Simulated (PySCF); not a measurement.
Molecule: CH3Li (charge +1, doublet). 
Coordinates optimised at B3LYP-D3(BJ)/def2-TZVP (Ansatz):
```
C
H 1 1.0848
H 1 1.0848 2 118.63
H 1 1.0848 2 118.63 3 156.89
Li 1 2.2848 2 96.78 4 101.56
```
Charge +1, spin multiplicity 2.

Dispersion corrections to the total energy (kcal/mol) from the dftd3 and dftd4 libraries through PySCF: D3(BJ) without and D4 with the three-body term, each with the damping fitted for the functional named.

| functional | D3(BJ) | D4 |
|---|---|---|
| HSE06 | -0.67 | -0.45 |
| PBE | -1.08 | -0.59 |
| LC-wPBE | -0.99 | -0.66 |
| r2SCAN | (withheld) | -0.13 |
| PW6B95 | -0.52 | -0.53 |
| BLYP | (withheld) | -1.38 |
| B2PLYP | -0.89 | (withheld) |

**Question.** What belongs in the gaps?

**Answer.** 
- r2SCAN, D3(BJ): -0.27
- BLYP, D3(BJ): -2.37
- B2PLYP, D4: -0.41
